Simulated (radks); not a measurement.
Effect of the nuclear size on the hafnium ion Hf+, [Xe] 4f14 5d1 6s2. Calculated with a radial shooting solver on a logarithmic mesh with Libxc functionals: Dirac Kohn-Sham, PBE, spin-unpolarised, spherical densities, finite nucleus; open shells are shared between the two j in proportion to 2j + 1; Fermi nuclear charge, rms radius 5.347 fm. The rms radius is varied about that value; shifts are against it.

| rms radius (fm) | total energy shift (eV) | density at nucleus (e/bohr^3) | 1s1/2 shift (meV) | 2s1/2 shift (meV) | 5s1/2 shift (meV) | 5p1/2 shift (meV) | 6s1/2 shift (meV) | 5d5/2 shift (meV) | 6p1/2 (empty) shift (meV) |
|---|---|---|---|---|---|---|---|---|---|
| 4.4006 | -15.8 | 1.288e+06 | -6450 | -892 | -7.26 | 0.718 | -0.603 | 0.575 | 0.256 |
| 5.0101 | -5.88 | 1.235e+06 | -2390 | -331 | -2.69 | 0.266 | -0.224 | 0.213 | 0.095 |
| 5.347 | 0 | 1.209e+06 | 0.000 | 0.000 | 0.000 | 0.000 | 0.000 | 0.000 | 0.000 |
| 5.7159 | 6.73 | 1.183e+06 | 2740 | 379 | 3.08 | -0.305 | 0.256 | -0.244 | -0.109 |
| 6.5394 | 22.8 | 1.132e+06 | 9290 | 1280 | 10.5 | -1.03 | 0.869 | -0.829 | -0.369 |

Slopes of the eigenvalues against <r^2> in GHz/fm^2, as finite differences over the two radii next to the reference (eigenvalue slopes, not the field-shift constants of lines): 1s1/2 164000, 2s1/2 22700, 5s1/2 185, 5p1/2 -18.2, 6s1/2 15.3, 5d5/2 -14.6, 6p1/2 (empty) -6.51.
